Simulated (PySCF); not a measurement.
## Computed vibrations of [Lu(H2O)3]3+

[Lu(H2O)3]3+ (singlet). PySCF 2.14.0, RKS B3LYP, Lu def2-SVP with ECP28, O def2-SVP, H def2-SVP; non-relativistic Hamiltonian with scalar-relativistic core potentials where named; density fitting; no spin-orbit coupling. Central differences of gradients.

```xyz
10

Lu    0.0000    0.0000    0.0000
O     2.1720    0.0000    0.0000
H     2.7906    0.0000    0.7773
H     2.7906    0.0000   -0.7773
O    -1.0860    1.8810    0.0000
H    -1.3953    2.4168    0.7773
H    -1.3953    2.4168   -0.7773
O    -1.0860   -1.8810    0.0000
H    -1.3953   -2.4168    0.7773
H    -1.3953   -2.4168   -0.7773
```

Run from Python with OMP_NUM_THREADS=4. Where DIIS fails, smearing, a level shift and second-order steps follow.
It took 65 s on 4 threads of Arm Neoverse V1, on a shared host.

What are the harmonic wavenumbers and infrared intensities?

Modes are labelled in D3h; negative numbers are unstable modes, those under 60 cm⁻¹ near the noise; a finer grid moves soft modes by up to 10 cm⁻¹.
| cm⁻¹ | km/mol | symmetry |
| --- | --- | --- |
| -220 | – | a1'' |
| -187 | – | e'' |
| -187 | – | e'' |
| -59 | – | a2'' |
| 75 | 7.5 | e' |
| 75 | 7.5 | e' |
| 436 | 0.0 | a1' |
| 437 | 20.1 | e' |
| 437 | 20.1 | e' |
| 642 | 0.0 | a2' |
| 650 | 0.0 | e'' |
| 650 | 0.0 | e'' |
| 667 | 253.2 | a2'' |
| 672 | 573.4 | e' |
| 672 | 573.4 | e' |
| 1665 | 240.4 | e' |
| 1665 | 240.4 | e' |
| 1669 | 0.0 | a1' |
| 3490 | 873.8 | e' |
| 3490 | 873.8 | e' |
| 3512 | 0.0 | a1' |
| 3515 | 0.0 | e'' |
| 3515 | 0.0 | e'' |
| 3518 | 1387.7 | a2'' |

Is this a minimum?

No: 4 unstable; the lowest moves the atoms so:
```
Lu   0.00  0.00  0.00
O    0.00  0.00  0.00
H    0.00 -0.41  0.00
H    0.00  0.41  0.00
O    0.00  0.00  0.00
H    0.35  0.20  0.00
H   -0.35 -0.20  0.00
O    0.00  0.00  0.00
H   -0.35  0.20  0.00
H    0.35 -0.20  0.00
```
